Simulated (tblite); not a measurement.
Q: Give a GFN2-xTB geometry of `C=C(C)[Si@@H]1C[Si@H](N)C1=O`.

A: 
Z-matrix in Å and degrees, rows numbered from 1:
```
C 
C   1  1.3268
C   2  1.4985  1  121.48
Si  2  1.8862  1  122.09  3  -178.75
C   4  1.9229  2  113.89  1  -130.51
Si  5  1.9142  4   96.22  2  -102.59
N   6  1.7249  5  109.74  4    98.98
C   6  1.9496  5   84.66  4    -7.84
O   8  1.2066  4  133.05  2   -77.08
H   1  1.0803  2  122.19  3    -0.42
H   1  1.0769  2  121.88  3   179.49
H   3  1.0884  2  110.40  1   124.86
H   3  1.0893  2  109.79  1  -117.16
H   3  1.0887  2  111.33  1     3.47
H   4  1.4650  2  111.33  1     3.76
H   5  1.0874  4  112.42  2   140.04
H   5  1.0868  4  114.82  2    18.83
H   6  1.4678  5  116.49  4  -125.69
H   7  1.0083  6  118.54  5    72.91
H   7  1.0080  6  118.12  5  -150.67
```

Si6 (SiH silicon) has angles from 84.7° to 117.2°. Si4 (SiH silicon) has angles from 84.2° to 117.4°. Of the pairs four or more bonds apart, H10···H14 is among the closest relative to their van der Waals radii: 2.37 Å, 99 % of the sum of Bondi's values. The 5 C–Si bonds span 1.886 Å (C2–Si4, drawn single) to 1.959 Å (Si4–C8, drawn single), a spread of 0.073 Å.

Computed geometry: GFN2-xTB, gas phase.

Point group: C1 (no symmetry element, even within 0.4 Å). Its GFN2-xTB frequencies are all real (lowest 20 cm⁻¹). One conformer, not necessarily the lowest (C1–C2–Si4–C5 -131°, C5–Si6–N7–H 73° and -151°, C2–Si4–C5–Si6 -103°, Si4–C5–Si6–N7 99°, C5–Si6–C8–O9 -170°, C2–Si4–C8–Si6 106°). 3 starts were optimised and ended at 0.00, 0.38 and 0.45 kcal/mol (GFN2-xTB); the lowest of these is shown.
